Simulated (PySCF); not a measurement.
Br$_{4}$Ti, singlet, geometry from GFN2-xTB (such geometries of metal compounds can be far from the true shape); DF-SVWN5/6-31G run with PySCF.

PySCF was given this input:
```python
from pyscf import gto, scf, dft

mol = gto.Mole()
mol.atom = '''
    Ti    0.000000   -0.000000   -0.000000
    Br    1.837950   -0.531399   -1.351868
    Br    0.722307    0.336398    2.202975
    Br   -1.015478    1.955289   -0.796014
    Br   -1.544778   -1.760289   -0.055093
'''
mol.basis = '6-31g'
mol.charge = 0
mol.spin = 0
mol.verbose = 4
mol.build()

mf = dft.RKS(mol)
mf.xc = 'lda,vwn'
mf = mf.density_fit(auxbasis='def2-universal-jkfit')
mf.kernel()
mf.analyze()
```

What the program printed (banner, timings and long lists left out):

```
PySCF version 2.14.0

[INPUT] verbose = 4
[INPUT] num. atoms = 5
[INPUT] num. electrons = 162
[INPUT] charge = 0
[INPUT] spin (= nelec alpha-beta = 2S) = 0
[INPUT] symmetry False subgroup None
[INPUT] Mole.unit = angstrom
[INPUT] Symbol           X                Y                Z      unit          X                Y                Z       unit  Magmom
[...]
nuclear repulsion = 1712.44787760734
number of shells = 55
number of NR pGTOs = 450
number of NR cGTOs = 135
basis = 6-31g
ecp = {}

******** <class 'pyscf.df.df_jk.DFRKS'> ********
method = DFRKS
initial guess = minao
damping factor = 0
level_shift factor = 0
DIIS = <class 'pyscf.scf.diis.CDIIS'>
diis_start_cycle = 1
diis_space = 8
diis_damp = 0
SCF conv_tol = 1e-09
SCF conv_tol_grad = None
SCF max_cycles = 50
direct_scf = False
XC library pyscf.dft.libxc version 7.1.2
    S. Lehtola, C. Steigemann, M. J. T. Oliveira, and M. A. L. Marques,  SoftwareX 7, 1–5 (2018)
XC functionals = lda,vwn
    P. A. M. Dirac,  Math. Proc. Cambridge Philos. Soc. 26, 376 (1930)
    F. Bloch,  Z. Phys. 57, 545 (1929)
    S. H. Vosko, L. Wilk, and M. Nusair,  Can. J. Phys. 58, 1200 (1980)
radial grids:
    Treutler-Ahlrichs [JCP 102, 346 (1995); DOI:10.1063/1.469408] (M4) radial grids

becke partition: Becke, JCP 88, 2547 (1988); DOI:10.1063/1.454033
pruning grids: <function nwchem_prune>
grids dens level: 3
symmetrized grids: False
atomic radii adjust function: <function treutler_atomic_radii_adjust>
small_rho_cutoff = 0
Set gradient conv threshold to 3.16228e-05
Initial guess from minao.
tot grids = 102600
init E= -11124.7138122391
[...]
cycle= 1 E= -11128.5345883965  delta_E= -3.82  |g|= 0.475  |ddm|= 3.18
[...]
cycle= 2 E= -11121.6384986674  delta_E=  6.9  |g|= 6.23  |ddm|=  3.4
[...]
cycle= 3 E= -11128.4704635323  delta_E= -6.83  |g|= 0.746  |ddm|= 2.63
[...]
cycle= 4 E= -11128.587398123  delta_E= -0.117  |g|= 0.0531  |ddm|= 0.518
[...]
cycle= 5 E= -11128.5876044788  delta_E= -0.000206  |g|= 0.0385  |ddm|= 0.07
[...]
cycle= 6 E= -11128.5879989088  delta_E= -0.000394  |g|= 0.0026  |ddm|= 0.0324
[...]
cycle= 7 E= -11128.5880004568  delta_E= -1.55e-06  |g|= 0.00026  |ddm|= 0.00371
[...]
cycle= 8 E= -11128.5880004741  delta_E= -1.73e-08  |g|= 2.97e-05  |ddm|= 0.000239
[...]
cycle= 9 E= -11128.588000474  delta_E= 6.91e-11  |g|= 3.23e-05  |ddm|= 8.93e-05
[...]
cycle= 10 E= -11128.5880004744  delta_E= -3.6e-10  |g|= 1.38e-05  |ddm|= 4.78e-05
[...]
Extra cycle  E= -11128.5880004713  delta_E= 3.09e-09  |g|= 0.000108  |ddm|= 9.65e-05
converged SCF energy = -11128.5880004713
**** SCF Summaries ****
Total Energy =                      -11128.588000471314444
Nuclear Repulsion Energy =            1712.447877607338114
One-electron Energy =               -18912.838010582399875
Two-electron Energy =                 6071.802132503747998
Two-electron Coulomb Energy =         6463.182118858644571
DFT Exchange-Correlation Energy =     -391.379986354896573
HOMO-LUMO gap [eV] =                     2.887570199285264
**** MO energy ****
[...]
 ** Mulliken pop on meta-lowdin orthogonal AOs  **
 ** Mulliken pop  **
 ** Mulliken atomic charges  **
charge of    0Ti =      0.96580
charge of    1Br =     -0.24145
charge of    2Br =     -0.24145
charge of    3Br =     -0.24145
charge of    4Br =     -0.24145
Dipole moment(X, Y, Z, Debye):  0.00000,  0.00001,  0.00001
```
